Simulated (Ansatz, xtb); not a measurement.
Two isomers of C3H9BO

Structure a is `BCCCO`, a singlet and structure b is `BC[C@@H](C)O`, a singlet. Both are isolated molecules in the gas phase, relaxed with PBE-D3(BJ)/def2-SVP; each stands in its lowest conformer found.

Energies in hartree; the thermal terms are from GFN2-xTB frequencies at re-optimised GFN2-xTB minima (ideal gas, soft modes damped towards free rotors, one conformer each, 298.15 K, 1 atm) and include the zero-point energy:

|  | a | b |
| --- | --- | --- |
| E, CCSD(T)/def2-SVP | −218.980068 | −218.987170 |
| E, MP2/def2-SVP | −218.897072 | −218.904393 |
| E, MP2/def2-TZVPP | −219.312802 | −219.319611 |
| zero-point energy | 0.116123 | 0.115733 |
| H(298 K) − E | 0.124105 | 0.123701 |
| G(298 K) − E | 0.085926 | 0.086078 |

Task: Correct the CCSD(T) difference for the basis set by the MP2 change, then work out ΔE, ΔE₀, ΔH and ΔG for a → b in kcal/mol (1 Eh = 627.51 kcal/mol) and the equilibrium ratio [b]/[a].

Result: 1. Differences b − a: CCSD(T) −0.007102, MP2 in the small set −0.007321, MP2 in the large set −0.006809 Eh.
2. ΔE = −0.007102 + (−0.006809 − (−0.007321)) = −0.006590 Eh = −4.14 kcal/mol.
3. ΔE₀ = ΔE + ΔZPE = −0.006590 + (−0.000390) Eh = −4.38 kcal/mol.
4. ΔH = ΔE + (−0.000404) Eh = −4.39 kcal/mol.
5. ΔG = ΔE + (+0.000152) Eh = −4.04 kcal/mol, so ΔS = (ΔH − ΔG)/T = −4.9 J/(mol K).
6. kT = 0.9442 mEh, so K = [b]/[a] = exp(−ΔG/kT) = exp(+6.82) ≈ 910.

Structure b is favoured at this temperature. An error of 1 kcal/mol in ΔG would change K by a factor of 5.4. Mirror images and further conformers aren't counted.

As drawn, both hold the same kinds of bond in the same numbers. Structure a has 0 methyl groups, b 1.

Other levels gave ΔE = −3.9 (GFN2-xTB); −2.4 (HF/STO-3G, GFN2-xTB geometries); −4.8 (r2SCAN-D4/def2-SVP, GFN2-xTB geometries); −4.5 (PBE-D3(BJ)/def2-SVP); −3.1 (HF/def2-SVP); −4.6 (MP2/def2-SVP); −4.5 (CCSD(T)/def2-SVP) kcal/mol. The correlated steps freeze 5 core orbitals. Programs: Ansatz 0.2.0, xtb 6.7.1.
